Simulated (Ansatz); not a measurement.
`C=[C](C)[GeH3]` → `C=[CH][GeH3]` + `[CH2]` (triplet) at 400 K and 1 bar (formal loss of a carbene).

Calculated with Ansatz (gas phase, PBE0-D4/def2-TZVP geometries, no zero-point term in ΔE). CBS: MP2 limit from def2 TZ/QZ plus the TZ coupled-cluster correction, frozen cores. This one scheme is used for every species. Triplets are unrestricted, without spin–orbit coupling. For Ge outer-core shells are correlated without core-valence functions, which leaves a few kJ/mol of doubt a bond. Scalar relativity is left out up to krypton.

| species | CCSD(T)/CBS energy (Eh) | H − E (kJ/mol) | S (J/(mol·K)) |
| --- | --- | --- | --- |
| `C=[C](C)[GeH3]` | -2195.05367 | 276.1 | 365.1 |
| `C=[CH][GeH3]` | -2155.78858 | 196.1 | 325.8 |
| `[CH2]` (triplet) | -39.09499 | 59.0 | 205.7 |

H − E and S are ideal-gas, rigid-rotor, harmonic terms from PBE0-D4/def2-TZVP, with the whole ground term of open shells counted as degenerate. 1 Eh = 2625.50 kJ/mol, R = 8.31446 J/(mol·K).

Task: By hand: ΔE, ΔH, ΔS and ΔG.

Result: ΔE = (-2155.78858) + (-39.09499) − (-2195.05367) = 0.17010 Eh = 446.6 kJ/mol. Δ(H − E) = 196.1 + 59.0 − 276.1 = -21.0, so ΔH = 425.6 kJ/mol. ΔS = 325.8 + 205.7 − 365.1 = 166.4 J/(mol·K). ΔG = 425.6 − 400 × (166.4)/1000 = 359.0 kJ/mol.

Task: By hand: the equilibrium constant, and the temperature at which ΔG would vanish if ΔH and ΔS stayed fixed.

Result: log₁₀ K = −ΔG/(RT ln 10) = -46.9. ΔG = 0 at ΔH/ΔS = 2558 K, far beyond where these terms or the molecules hold.

The number of gas molecules changes by +1, which sets the sign of ΔS. A doubt of 5 kJ/mol in ΔE shifts log₁₀ K by 0.7 here. A triplet takes part, so the spin changes. These are equilibria of isolated gas molecules and say nothing of rates. Largest T1 diagnostic: 0.012 (customary marks: 0.02 for closed shells, 0.045 for open ones).
